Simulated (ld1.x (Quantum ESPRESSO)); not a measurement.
## Building the PAW potential for Tc (Z = 43) (PBE, scalar-relativistic).

ld1.x (Quantum ESPRESSO) 7.5 was run on this input:

```
&input
   title='Tc', zed=43., rel=1, dft='PBE', iswitch=3,
   config='[Kr] 4d5 4f-2 5s1 5p0',
   nld=4, rlderiv=3.10, eminld=-6.0, emaxld=5.0, deld=0.02
 /
 &inputp
   pseudotype=3, lpaw=.true., tm=.true., lloc=-2, rcloc=1.55,
   nlcc=.true., new_core_ps=.true., rcore=0.85,
   which_augfun='BG', rmatch_augfun=0.90,
   file_pseudopw='Tc.UPF', file_wfcaegen='ae.wfc', file_wfcncgen='nc.wfc', file_beta='beta', file_chi='chi', file_wfcusgen='us.wfc'
 /
8
5S  1  0   1.00   0.00  2.65  2.85  0.0
5S  1  0   0.00  -0.15  2.65  2.85  0.0
4P  2  1   6.00   0.00  1.55  2.10  0.0
5P  3  1   0.00   0.00  1.55  2.10  0.0
4D  3  2   5.00   0.00  1.25  1.70  0.0
4D  3  2   0.00  -0.55  1.25  1.70  0.0
4F  4  3  -2.00  -0.10  1.65  2.30  0.0
4F  4  3  -2.00   2.05  1.65  2.30  0.0
 &test
   configts(1)='4p6 4d5 5s1 5p0'
 /
```

Command:

```bash
ld1.x < Tc.in > Tc.out
```

Resulting log (shortened: banner, matrices, multipoles, cross overlaps and the repeated all-electron block are left out):

```
Program LD1 v.7.5
     --------------------------- All-electron run ----------------------------

     Tc
     scalar relativistic calculation

     atomic number is 43.00
     dft =PBE   lsd =0 sic =0 latt =0  beta=0.20 tr2=1.0E-14
     Exchange-correlation= PBE
                           (   1   4   3   4   0   0   0)
     mesh =1231 r(mesh) = 100.86670 a.u. xmin = -7.00 dx = 0.01250
     1 Ry =  13.60569312 eV, c = 137.03599908

     n l     nl                  e(Ry)          e(Ha)          e(eV)
     1 0     1S 1( 2.00)     -1534.3833      -767.1916    -20876.3479
     2 0     2S 1( 2.00)      -219.3864      -109.6932     -2984.9045
     2 1     2P 1( 6.00)      -196.4031       -98.2015     -2672.1998
     3 0     3S 1( 2.00)       -38.6727       -19.3363      -526.1687
     3 1     3P 1( 6.00)       -31.1277       -15.5638      -423.5135
     4 0     4S 1( 2.00)        -5.9493        -2.9746       -80.9441
     4 1     4P 1( 6.00)        -3.8897        -1.9449       -52.9224
     3 2     3D 1(10.00)       -18.9193        -9.4596      -257.4097
     4 2     4D 1( 5.00)        -1.0360        -0.5180       -14.0957
     5 0     5S 1( 1.00)        -0.8374        -0.4187       -11.3936
     5 1     5P 1( 0.00)        -0.5048        -0.2524        -6.8676

     final scf error:  3.1E-15 reached in  27 iterations

     Etot =   -8570.590496 Ry,   -4285.295248 Ha, -116608.824173 eV

     Ekin =    8849.885131 Ry,    4424.942565 Ha,  120408.821264 eV
     Encl =  -20632.205433 Ry,  -10316.102717 Ha, -280715.455578 eV
     Eh   =    3467.790387 Ry,    1733.895194 Ha,   47181.691823 eV
     Exc  =    -256.060581 Ry,    -128.030290 Ha,   -3483.881682 eV

     normalization and overlap integrals

     s(1S/1S) =  1.000000  <r> =   0.0343  <r2> =    0.0016  r(max) =   0.0224
     s(2S/2S) =  1.000000  <r> =   0.1496  <r2> =    0.0264  r(max) =   0.1257
     s(2P/2P) =  1.000000  <r> =   0.1304  <r2> =    0.0208  r(max) =   0.1004
     s(3S/3S) =  1.000000  <r> =   0.4154  <r2> =    0.1976  r(max) =   0.3730
     s(3P/3P) =  1.000000  <r> =   0.4163  <r2> =    0.2016  r(max) =   0.3638
     s(4S/4S) =  1.000000  <r> =   1.0579  <r2> =    1.2681  r(max) =   0.9525
     s(4P/4P) =  1.000000  <r> =   1.1723  <r2> =    1.5746  r(max) =   1.0266
     s(3D/3D) =  1.000000  <r> =   0.3990  <r2> =    0.1910  r(max) =   0.3131
     s(4D/4D) =  1.000000  <r> =   1.6703  <r2> =    3.3788  r(max) =   1.2697
     s(5S/5S) =  1.000000  <r> =   3.0359  <r2> =   10.4413  r(max) =   2.6216
     s(5P/5P) =  1.000000  <r> =   3.8494  <r2> =   16.8694  r(max) =   3.2424

     ------------------------ End of All-electron run ------------------------

     --------------------- Generating PAW atomic setup --------------------

      Generating local potential from pseudized AE potential:
      Matching radius rcloc =   1.5500
      Enforcing V''(0)=0 (lloc=-2)

      Local pseudo, rcloc= 1.551 Estimated cut-off energy=    13.24 Ry

      Computing core charge for nlcc:

       r > 0.85 : true rho core
      Core charge pseudized with two Bessel functions
      Integrated core pseudo-charge :   8.92
      Wfc-us  5S rcutus= 2.826  Estimated cut-off energy=     5.73 Ry
      Wfc-us  5S rcutus= 2.826  Estimated cut-off energy=     7.02 Ry
      Wfc-us  4P rcutus= 2.093  Estimated cut-off energy=    19.86 Ry
      Wfc-us  5P rcutus= 2.093  Estimated cut-off energy=    37.38 Ry
      Wfc-us  4D rcutus= 1.714  Estimated cut-off energy=    38.95 Ry
      Wfc-us  4D rcutus= 1.714  Estimated cut-off energy=    40.60 Ry
      Wfc-us  4F rcutus= 2.314  Estimated cut-off energy=    26.63 Ry
      Wfc-us  4F rcutus= 2.314  Estimated cut-off energy=    30.79 Ry

     Required augmentation: BG   radius:    0.900000
     Message from routine us2paw:
     WARNING: using Bloechl style augmentation functions is not a good idea, as analytical overlap are not implemented in pwscf: use BESSEL or GAUSS instead.
     Message from routine us2paw:
     WARNING: using Bloechl style augmentation functions is not a good idea, as analytical overlap are not implemented in pwscf: use BESSEL or GAUSS instead.
     Message from routine us2paw:
     WARNING: using Bloechl style augmentation functions is not a good idea, as analytical overlap are not implemented in pwscf: use BESSEL or GAUSS instead.
     Message from routine us2paw:
     WARNING: using Bloechl style augmentation functions is not a good idea, as analytical overlap are not implemented in pwscf: use BESSEL or GAUSS instead.
     [... 1 repeated lines left out ...]
     WARNING: using Bloechl style augmentation functions is not a good idea, as analytical overlap are not implemented in pwscf: use BESSEL or GAUSS instead.
     [... 1 repeated lines left out ...]
     WARNING: using Bloechl style augmentation functions is not a good idea, as analytical overlap are not implemented in pwscf: use BESSEL or GAUSS instead.
     [... 1 repeated lines left out ...]
     WARNING: using Bloechl style augmentation functions is not a good idea, as analytical overlap are not implemented in pwscf: use BESSEL or GAUSS instead.
     [... 1 repeated lines left out ...]
     WARNING: using Bloechl style augmentation functions is not a good idea, as analytical overlap are not implemented in pwscf: use BESSEL or GAUSS instead.
     [... 1 repeated lines left out ...]
     WARNING: using Bloechl style augmentation functions is not a good idea, as analytical overlap are not implemented in pwscf: use BESSEL or GAUSS instead.
     [... 1 repeated lines left out ...]
     WARNING: using Bloechl style augmentation functions is not a good idea, as analytical overlap are not implemented in pwscf: use BESSEL or GAUSS instead.
     [... 1 repeated lines left out ...]
     WARNING: using Bloechl style augmentation functions is not a good idea, as analytical overlap are not implemented in pwscf: use BESSEL or GAUSS instead.
     [... 1 repeated lines left out ...]
     WARNING: using Bloechl style augmentation functions is not a good idea, as analytical overlap are not implemented in pwscf: use BESSEL or GAUSS instead.
     [... 1 repeated lines left out ...]
     WARNING: using Bloechl style augmentation functions is not a good idea, as analytical overlap are not implemented in pwscf: use BESSEL or GAUSS instead.
     [... 1 repeated lines left out ...]
     WARNING: using Bloechl style augmentation functions is not a good idea, as analytical overlap are not implemented in pwscf: use BESSEL or GAUSS instead.
     [... 1 repeated lines left out ...]
     WARNING: using Bloechl style augmentation functions is not a good idea, as analytical overlap are not implemented in pwscf: use BESSEL or GAUSS instead.
     [... 1 repeated lines left out ...]
     WARNING: using Bloechl style augmentation functions is not a good idea, as analytical overlap are not implemented in pwscf: use BESSEL or GAUSS instead.
     [... 1 repeated lines left out ...]
     WARNING: using Bloechl style augmentation functions is not a good idea, as analytical overlap are not implemented in pwscf: use BESSEL or GAUSS instead.
     [... 1 repeated lines left out ...]
     WARNING: using Bloechl style augmentation functions is not a good idea, as analytical overlap are not implemented in pwscf: use BESSEL or GAUSS instead.
     [... 1 repeated lines left out ...]
     WARNING: using Bloechl style augmentation functions is not a good idea, as analytical overlap are not implemented in pwscf: use BESSEL or GAUSS instead.
     [... 1 repeated lines left out ...]
     WARNING: using Bloechl style augmentation functions is not a good idea, as analytical overlap are not implemented in pwscf: use BESSEL or GAUSS instead.
     [... 1 repeated lines left out ...]
     WARNING: using Bloechl style augmentation functions is not a good idea, as analytical overlap are not implemented in pwscf: use BESSEL or GAUSS instead.
     [... 1 repeated lines left out ...]
     WARNING: using Bloechl style augmentation functions is not a good idea, as analytical overlap are not implemented in pwscf: use BESSEL or GAUSS instead.
     [... 1 repeated lines left out ...]
     WARNING: using Bloechl style augmentation functions is not a good idea, as analytical overlap are not implemented in pwscf: use BESSEL or GAUSS instead.
     [... 1 repeated lines left out ...]
     WARNING: using Bloechl style augmentation functions is not a good idea, as analytical overlap are not implemented in pwscf: use BESSEL or GAUSS instead.
     [... 1 repeated lines left out ...]
     WARNING: using Bloechl style augmentation functions is not a good idea, as analytical overlap are not implemented in pwscf: use BESSEL or GAUSS instead.
     [... 1 repeated lines left out ...]
     WARNING: using Bloechl style augmentation functions is not a good idea, as analytical overlap are not implemented in pwscf: use BESSEL or GAUSS instead.
     [... 1 repeated lines left out ...]
     WARNING: using Bloechl style augmentation functions is not a good idea, as analytical overlap are not implemented in pwscf: use BESSEL or GAUSS instead.
     [... 1 repeated lines left out ...]
     WARNING: using Bloechl style augmentation functions is not a good idea, as analytical overlap are not implemented in pwscf: use BESSEL or GAUSS instead.
     [... 1 repeated lines left out ...]
     WARNING: using Bloechl style augmentation functions is not a good idea, as analytical overlap are not implemented in pwscf: use BESSEL or GAUSS instead.
     [... 1 repeated lines left out ...]
     WARNING: using Bloechl style augmentation functions is not a good idea, as analytical overlap are not implemented in pwscf: use BESSEL or GAUSS instead.
     Gaussians generated with zeta:    41.710069

     Estimated PAW energy = -350.703985 Ryd

     ------------------- End of pseudopotential generation -------------------

     Computing logarithmic derivative in   3.10362
     Computing logarithmic derivative in   3.10362
     Computing the partial wave expansion
     R is outside the sphere for l=    0 j= 0.00
     R is outside the sphere for l=    0 j= 0.00
     R is outside the sphere for l=    1 j= 0.00
     R is outside the sphere for l=    1 j= 0.00
     R is outside the sphere for l=    2 j= 0.00
     R is outside the sphere for l=    2 j= 0.00
     R is outside the sphere for l=    3 j= 0.00
     R is outside the sphere for l=    3 j= 0.00

     ---------------------- Testing the pseudopotential ----------------------

     Tc
     scalar relativistic calculation

     atomic number is 43.00   valence charge is 13.00
     dft = SLA  PW   PBX  PBC   lsd =0 sic =0 latt =0  beta=0.20 tr2=1.0E-14
     mesh =1231 r(mesh) = 100.86670 xmin = -7.00 dx = 0.01250

     n l     nl             e AE (Ry)        e PS (Ry)    De AE-PS (Ry)
     2 1     4P   1( 6.00)       -3.88973       -3.88973        0.00000
     3 2     4D   1( 5.00)       -1.03602       -1.03602        0.00000
     1 0     5S   1( 1.00)       -0.83742       -0.83742        0.00000
     3 1     5P   1( 0.00)       -0.50476       -0.50476       -0.00000

     eps = 4.8E-17  iter =  6

     Etot =   -8570.590496 Ry,   -4285.295248 Ha, -116608.824173 eV
     Etotps =  -350.703996 Ry,    -175.351998 Ha,   -4771.570951 eV

     Ekin =     175.047714 Ry,      87.523857 Ha,    2381.645483 eV
     Encl =    -357.200316 Ry,    -178.600158 Ha,   -4859.957879 eV
     Ehrt =      87.509181 Ry,      43.754591 Ha,    1190.623062 eV
     Ecxc =    -256.060576 Ry,    -128.030288 Ha,   -3483.881618 eV
     (Ecc =     -20.813150 Ry,     -10.406575 Ha,    -283.177326 eV)

     ---------------------- End of pseudopotential test ----------------------
```

Note: ghost state, extra bound levels that the all-electron valence spectrum of the same l lacks: s at -21.5 eV. A true bound ghost makes a file unfit for plane-wave use.

Generation and configuration tests took about 4 s on one core of a shared server CPU.

Transferability test of the new file with ld1.x, input:

```
&input
   title='Tc', zed=43., rel=1, dft='PBE', iswitch=2,
   config='[Kr] 4d5 4f-2 5s1 5p0'
 /
 &test
   file_pseudo='Tc.UPF', nconf=8,
   configts(1)='4p6 4d5 5s1 5p0',
   configts(2)='4p6 4d5 5s2 5p0',
   configts(3)='4p6 4d5 5s0 5p0',
   configts(4)='4p6 4d4 5s0 5p0',
   configts(5)='4p6 4d6 5s1 5p0',
   configts(6)='4p6 4d5 5s0 5p1',
   configts(7)='4p6 4d5 5s1 5p1',
   configts(8)='4p6 4d5 5s0 5p2'
 /
```

```bash
ld1.x < Tc.test.in > Tc.test.out
```

Pseudopotential blocks of its output, shortened (energy terms left out):

```
     ---------------------- Testing the pseudopotential ----------------------

     n l     nl             e AE (Ry)        e PS (Ry)    De AE-PS (Ry)
     2 1     4P   1( 6.00)       -3.88973       -3.88973        0.00000
     3 2     4D   1( 5.00)       -1.03602       -1.03602        0.00000
     1 0     5S   1( 1.00)       -0.83742       -0.83742        0.00000
     3 1     5P   1( 0.00)       -0.50476       -0.50476       -0.00000

     eps = 5.3E-17  iter =  6

     Etot =   -8570.590496 Ry,   -4285.295248 Ha, -116608.824173 eV
     Etotps =  -350.703996 Ry,    -175.351998 Ha,   -4771.570951 eV

     ---------------------- End of pseudopotential test ----------------------

          ---------------------- Testing the pseudopotential ----------------------

     n l     nl             e AE (Ry)        e PS (Ry)    De AE-PS (Ry)
     2 1     4P   1( 6.00)       -3.33261       -3.33840        0.00579  !
     3 2     4D   1( 5.00)       -0.48964       -0.49157        0.00193
     1 0     5S   1( 2.00)       -0.37064       -0.36976       -0.00088
     3 1     5P   1( 0.00)       -0.10285       -0.10210       -0.00075

     eps = 6.0E-15  iter = 16

     Etot =   -8571.189731 Ry,   -4285.594865 Ha, -116616.977176 eV
     Etotps =  -351.302851 Ry,    -175.651426 Ha,   -4779.718785 eV
     dEtot_ae =      -0.599235 Ry
     dEtot_ps =      -0.598855 Ry,   Delta E=      -0.000380 Ry

     ---------------------- End of pseudopotential test ----------------------

          ---------------------- Testing the pseudopotential ----------------------

     n l     nl             e AE (Ry)        e PS (Ry)    De AE-PS (Ry)
     2 1     4P   1( 6.00)       -4.52668       -4.53461        0.00793  !
     3 2     4D   1( 5.00)       -1.65381       -1.65503        0.00122
     1 0     5S   1( 0.00)       -1.35329       -1.32341       -0.02988  !
     3 1     5P   1( 0.00)       -0.96265       -0.95799       -0.00466

     eps = 8.8E-15  iter = 14

     Etot =   -8569.498933 Ry,   -4284.749466 Ha, -116593.972699 eV
     Etotps =  -349.614280 Ry,    -174.807140 Ha,   -4756.744600 eV
     dEtot_ae =       1.091563 Ry
     dEtot_ps =       1.089717 Ry,   Delta E=       0.001847 Ry

     ---------------------- End of pseudopotential test ----------------------

          ---------------------- Testing the pseudopotential ----------------------

     n l     nl             e AE (Ry)        e PS (Ry)    De AE-PS (Ry)
     2 1     4P   1( 6.00)       -5.54023       -5.55102        0.01079  !
     3 2     4D   1( 4.00)       -2.58376       -2.58869        0.00492
     1 0     5S   1( 0.00)       -2.04005       -2.03855       -0.00150
     3 1     5P   1( 0.00)       -1.57145       -1.56966       -0.00179

     eps = 1.8E-15  iter = 18

     Etot =   -8567.389098 Ry,   -4283.694549 Ha, -116565.266936 eV
     Etotps =  -347.501390 Ry,    -173.750695 Ha,   -4727.997277 eV
     dEtot_ae =       3.201398 Ry
     dEtot_ps =       3.202606 Ry,   Delta E=      -0.001208 Ry

     ---------------------- End of pseudopotential test ----------------------
```

The test run then stopped with an error in new_paw_hamiltonian: “negative rho”.
